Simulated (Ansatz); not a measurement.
`S[SiH](Cl)Cl` + NH₃ → `N[SiH](Cl)Cl` + H₂S at 600 K and 1 bar (ligand exchange at the Si–S bond).

Computed with Ansatz on PBE0-D4/def2-TZVP structures; ΔE is electronic, products minus reactants. CCSD(T)/CBS adds triple-zeta CCSD(T) − MP2 to the extrapolated MP2 energy (def2 sets, frozen cores). This one scheme is used for every species. One conformer a species, not always the lowest.

| species | CCSD(T)/CBS energy (Eh) | H − E (kJ/mol) | S (J/(mol·K)) |
| --- | --- | --- | --- |
| `S[SiH](Cl)Cl` | -1607.74509 | 106.4 | 405.4 |
| NH₃ | -56.50880 | 112.4 | 219.5 |
| `N[SiH](Cl)Cl` | -1265.28357 | 150.8 | 401.2 |
| H₂S | -398.97279 | 60.8 | 230.9 |

H − E and S are ideal-gas, rigid-rotor, harmonic terms from PBE0-D4/def2-TZVP, for one conformer and one mirror image of each species. 1 Eh = 2625.50 kJ/mol, R = 8.31446 J/(mol·K).

Task: By hand: ΔE, ΔH, ΔS and ΔG.

Result: ΔE = (-1265.28357) + (-398.97279) − (-1607.74509) − (-56.50880) = -0.00247 Eh = -6.5 kJ/mol. Δ(H − E) = 150.8 + 60.8 − 106.4 − 112.4 = -7.2, so ΔH = -13.7 kJ/mol. ΔS = 401.2 + 230.9 − 405.4 − 219.5 = 7.2 J/(mol·K). ΔG = -13.7 − 600 × (7.2)/1000 = -18.0 kJ/mol.

Task: By hand: the equilibrium constant, and the temperature at which ΔG would vanish if ΔH and ΔS stayed fixed.

Result: log₁₀ K = −ΔG/(RT ln 10) = 1.6. ΔH and −TΔS have one sign here, so there is no such temperature.

The number of gas molecules stays the same, so ΔS is small and ΔH decides. A doubt of 5 kJ/mol in ΔE shifts log₁₀ K by 0.4 here. Other conformers and mirror images would add mixing entropy, several J/(mol·K) or more a flexible species. These are equilibria of isolated gas molecules and say nothing of rates. Largest T1 diagnostic: 0.010 (customary marks: 0.02 for closed shells, 0.045 for open ones).

ΔS is within the doubt of such terms, so its sign, and with it that verdict, could turn.
